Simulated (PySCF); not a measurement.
**Radial density of Tl²⁺ (thallium, charge +2)**

M06-L, [Xe] 4f14 5d10 6s1, 2S determinant. Calculation: PySCF 2.14, in aug-cc-pVQZ-DK3 (10s9p7d4f2g, 118 functions); the spin-free X2C one-electron Hamiltonian (Gaussian nucleus).

```json
{"r (bohr)": "0.0183", "4πr²ρ (e/bohr)": "100.2", "4πr²(ρα − ρβ)": "-0.0003"}
{"r (bohr)": "0.0308", "4πr²ρ (e/bohr)": "118.0", "4πr²(ρα − ρβ)": "0.0071"}
{"r (bohr)": "0.0518", "4πr²ρ (e/bohr)": "152.8", "4πr²(ρα − ρβ)": "0.0103"}
{"r (bohr)": "0.0870", "4πr²ρ (e/bohr)": "118.5", "4πr²(ρα − ρβ)": "-0.0066"}
{"r (bohr)": "0.146", "4πr²ρ (e/bohr)": "142.2", "4πr²(ρα − ρβ)": "0.0218"}
{"r (bohr)": "0.246", "4πr²ρ (e/bohr)": "79.59", "4πr²(ρα − ρβ)": "0.0191"}
{"r (bohr)": "0.414", "4πr²ρ (e/bohr)": "88.69", "4πr²(ρα − ρβ)": "-0.0069"}
{"r (bohr)": "0.697", "4πr²ρ (e/bohr)": "29.41", "4πr²(ρα − ρβ)": "0.1235"}
{"r (bohr)": "1.17", "4πr²ρ (e/bohr)": "16.97", "4πr²(ρα − ρβ)": "-0.0226"}
{"r (bohr)": "1.97", "4πr²ρ (e/bohr)": "3.697", "4πr²(ρα − ρβ)": "0.6564"}
{"r (bohr)": "3.32", "4πr²ρ (e/bohr)": "0.2794", "4πr²(ρα − ρβ)": "0.1669"}
{"r (bohr)": "5.58", "4πr²ρ (e/bohr)": "0.001831", "4πr²(ρα − ρβ)": "0.0017"}
```

Densities and radii are taken from the X2C orbitals without a picture-change correction, which distorts them close to the nucleus.

Spin-orbit coupling, which splits the p, d and f shells strongly at this Z, is absent.

Question: Where is the radial spin density 4πr²(ρα − ρβ) most negative, and why is it negative at all?

Answer: Around r = 1.17 bohr, down to -0.0226 e/bohr: exchange with the open shell polarises the paired shells in an unrestricted calculation.
